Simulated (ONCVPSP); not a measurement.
## Building the ONCV potential for Rb (Z = 37) (LDA (Perdew-Wang 92), scalar-relativistic).

rubidium, optimised norm-conserving Vanderbilt (ONCV), made with ONCVPSP 4.0.1 (LDA (Perdew-Wang 92), scalar-relativistic). Core [Ar] 3d10 4s2, reference 4p6 4d1. Waves: s scattering state at 0.03 Ha: rc 4.30 bohr, ncon 3, nbas 6, qcut 1.5 1/bohr, 1 projector; 4p: rc 2.20 bohr, ncon 4, nbas 8, qcut 5.9 1/bohr, 2 projectors, debl 2.5 Ha; 4d: rc 4.00 bohr, ncon 5, nbas 10, qcut 2.2 1/bohr, 3 projectors, debl 1.1 Ha. Local part: polynomial inside 2.10 bohr (lpopt 3, dvloc0 -1 Ha). Core correction: Teter function, fcfact 5.5, rcfact 1.8.

In the s channel the program set the typed energies aside and used 0.050 Ha.

All-electron outer shells of the reference configuration (LDA (PZ), scalar-relativistic, ld1.x):

| shell | level (eV) | outermost node (bohr) | outermost maximum (bohr) |
| --- | --- | --- | --- |
| 4p | -17.14 | 0.64 | 1.42 |
| 4d | -0.63 | 0.70 | 5.76 |

Results:

```json
{
  "Cutoffs needed": "6.5 Ha and 20 Ha (the cutoffs (Ha) at which the residual kinetic energy of the hardest occupied pseudo-wave falls to 1 and 0.1 mHa per electron) The cutoffs count occupied waves only; projector 2 of the d channel, the hardest unoccupied one, needs 23 Ha at the loose tolerance.",
  "Ghost test": "ghosts flagged at negative energy: s at -23.8 eV (a further GHOST(-) flag falls on a real empty level of the atom); no localised positive-energy state flagged; a true bound ghost makes a file unfit for plane-wave use",
  "Configuration tests": "1 of 4 tests not solved or not reliable",
  "rms error of d²Exc/dni dnj": "4.92 mHa without and 2.41 mHa with the model core"
}
```

Generation and tests took about 4.7 s on one core of a shared server CPU.
